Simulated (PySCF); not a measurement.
# One molecule, several mistakes: AlGeH3NO cation

Calculated results; nothing here was measured. The program is PySCF 2.14.0, an open-source quantum chemistry code, run on an isolated molecule that a program drew, which may never have been made. The molecule is AlGeH3NO cation (charge +1, singlet), drawn as the SMILES string `[O]=[GeH][NH][AlH+]`.

Each row is a Hartree-Fock (HF) and frozen-core CCSD(T) single point in the cc-pV(D+d)Z basis, meant for a local HF minimum. Run 1 is clean. Each other run has one planted mistake out of seven kinds, and not every kind appears here: one electron removed, one electron added, multiplicity raised by two, geometry at a saddle point, minimal basis STO-3G, one bond length entered in bohr, all coordinates scaled. The reference is restricted for singlets and unrestricted otherwise, and also for a bond in bohr. Adding or removing an electron swaps singlet and doublet. Electrons count all cores. HOMO and LUMO are orbital energies over both spins, the gradient is its largest component, and the lowest frequency (negative if imaginary) is given only where the gradient is small. Bond lengths are over the 6 bonds as drawn. T1 is the CCSD diagnostic: over 0.02 (restricted) or 0.045 (unrestricted) a single reference is doubtful. Germanium has the cc-pVDZ-PP basis, with a core potential (ECP10MDF) in place of its 10 inner electrons, and its 3s, 3p and 3d shells are frozen in CCSD(T).

Geometry of the clean run:
```xyz
7
AlGeH3NO cation, angstrom
O     0.4737    2.0706   -0.1397
Ge    0.2962    0.6229    0.5262
N    -1.0820   -0.4351   -0.1713
Al   -1.7689   -1.9904    0.0749
H     0.9600   -0.1814    1.6193
H    -1.5081    0.1300   -0.9015
H    -2.3422   -3.3933    0.3408
```

```
run,electrons,basis functions,<S^2>,HOMO (eV),LUMO (eV),gradient (hartree/bohr),lowest frequency (cm^-1),mean bond (Å),longest bond (Å),T1,HF (hartree),CCSD(T) (hartree),mistake
1,62,89,0.000,-15.50,-4.66,1.2e-05,96,1.5433,1.872,0.0272,-666.07217,-666.61198,no fault
2,62,89,2.016,-9.75,-5.44,1.6e-01,-,1.5433,1.872,0.0363,-665.96554,-666.45821,multiplicity raised by two
3,62,89,1.019,-14.26,-4.54,8.6e-02,-,1.7674,2.855,0.0683,-665.99031,-666.49966,one bond length entered in bohr
4,61,89,0.759,-22.98,-9.80,1.4e-01,-,1.5433,1.872,0.0209,-665.62798,-666.09717,one electron removed
5,63,89,0.758,-5.75,0.91,5.3e-02,-,1.5433,1.872,0.0305,-666.26250,-666.81113,?
6,62,89,0.000,-16.14,-4.56,1.8e-01,-,1.4230,1.726,0.0212,-666.00795,-666.52380,?
```

**Which mistake was planted in run 5, and what did it cost?**

It counts 63 electrons, one more than the clean run, at the same geometry and basis. So the mistake is: one electron added. Subtracting run 1 and multiplying by 627.51 kcal/mol a hartree, the energy moved by -119.4 kcal/mol in HF and -125.0 kcal/mol in CCSD(T).

**Which mistake was planted in run 6, and what did it cost?**

The mean and the longest bond both change by the same factor, 0.922, and the gradient is no longer small. So the mistake is: all coordinates scaled. Subtracting run 1 and multiplying by 627.51 kcal/mol a hartree, the energy moved by 40.3 kcal/mol in HF and 55.3 kcal/mol in CCSD(T).

Cautions from the logs. Run 1: T1 is over the limit, so its CCSD(T) energy is less reliable; run 3: T1 is over the limit, so its CCSD(T) energy is less reliable; run 6: T1 is over the limit, so its CCSD(T) energy is less reliable.
